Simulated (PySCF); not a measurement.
Labels have come off several samples. The candidates:

A. `C1=CP(CCC)C=CC1`
B. `N#CC1=CC=C(C#N)C1`
C. `[SiH3]C/P=P/CC=C`
D. SMILES CC1=PC=CC2=CC=CC=C12

Spectrum 1. ¹H NMR (400 MHz, computed): δ 7.47 (s, 2H), 3.50 (s, 2H). ¹³C{¹H} NMR (computed): δ 154.2 (CH), 128.5 (C), 120.1 (C), 52.7 (CH2).

Spectrum 2. ¹H NMR (400 MHz, computed): δ 6.64 (m, 1H), 5.50 (m, 1H), 5.04 (m, 1H), 4.07 (m, 3H), 3.93 (m, 2H), 2.89 (m, 2H). ¹³C{¹H} NMR (computed): δ 146.0 (CH), 127.0 (CH2), 43.0 (CH2), 25.4 (CH2).

Spectrum 3. ¹H NMR (400 MHz, computed): δ 6.47 (m, 2H), 6.46 (m, 2H), 2.84 (m, 2H), 1.76 (m, 2H), 1.71 (m, 2H), 1.36 (t, 3H). ¹³C{¹H} NMR (computed): δ 138.2 (CH), 135.1 (CH), 36.7 (CH2), 33.5 (CH2), 22.2 (CH2), 16.3 (CH3).

Spectrum 4. ¹H NMR (400 MHz, computed): δ 8.82 (m, 1H), 8.61 (m, 1H), 8.37 (m, 1H), 8.26 (d, 1H), 8.04 (m, 1H), 7.95 (m, 1H), 3.32 (m, 3H). ¹³C{¹H} NMR (computed): δ 183.8 (C), 153.6 (CH), 140.8 (CH), 138.4 (C), 138.0 (CH), 137.3 (C), 132.8 (CH), 132.4 (CH), 127.2 (CH), 26.6 (CH3).

PySCF calculation with geometry: GFN2-xTB and PBE0/pcSseg-1 with gauge-including orbitals; no solvent model, equivalent nuclei averaged, non-relativistic, one computed conformer.

References, each an isolated molecule treated in the same way: ¹H (σref 31.72) and ¹³C (σref 186.93) vs TMS. Splittings of carbon signals by F and P are missing where no couplings were computed. Where no couplings were computed, multiplicities follow the n + 1 count of equivalent neighbours, and m marks all less simple cases (inequivalent or close neighbours, rings, F or P nearby). Shifts are as computed. Against solution values, carbons near 30 ppm lie about +3 ppm off and those near 130 ppm about +5 ppm. Of 1211 compounds with measured shifts, 218 miss one by over three times the rms of a fit or turn the order of signals round; such compounds aren't used in these exercises.

Q: Which spectrum belongs to which compound?

A: 1–B, 2–C, 3–A, 4–D.

- Spectrum 1 (B): 4 ¹³C signals; δC 154.2 is an alkene CH; δC 128.5 is a fully substituted alkene carbon.
- Spectrum 2 (C): 4 ¹³C signals; δC 146.0 is an alkene CH; δC 127.0 is a terminal =CH2 carbon.
- Spectrum 3 (A): 6 ¹³C signals; δC 138.2 is an alkene CH; δC 135.1 is an alkene CH.
- Spectrum 4 (D): 10 ¹³C signals; δC 138.0 is an aromatic CH; δC 132.8 is an aromatic CH.
